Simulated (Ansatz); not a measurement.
Mulliken charges of `[OH][Al]1[CH]=[C]1F` from B3LYP/def2-TZVPP in Ansatz (PBE0-D4/def2-TZVP geometry).

```
atom   x (Å)   y (Å)   z (Å)  charge (e)
  O1  -1.649   0.256   1.674      -0.370
 Al2  -0.473   0.024   0.500       0.441
  C3   0.784  -0.939  -0.466      -0.196
  C4   0.696   0.351  -0.895       0.036
  F5   1.398   0.908  -1.878      -0.189
  H6  -2.124   1.063   1.858       0.179
  H7   1.429  -1.732  -0.839       0.101
```

Problem. By hand: the dipole of these point charges (1 e Å = 4.8032 D).

Solution. Σ q r = (-0.227, -0.044, 0.263) e Å, of length 0.350 e Å = 1.68 D.

Problem. How does the dipole of the full density compare? (Estimate.)

Solution. Ansatz gave: (-0.353, 0.135, 0.326) e Å, 2.40 D; the point charges give 0.70 times that, at 24° from its direction.

Point charges leave out the atoms' own dipoles, such as those of lone pairs, and Mulliken's split depends on the basis, so the two needn't agree.

B3LYP here is the variant with VWN-RPA as its local correlation; programs differ in this.
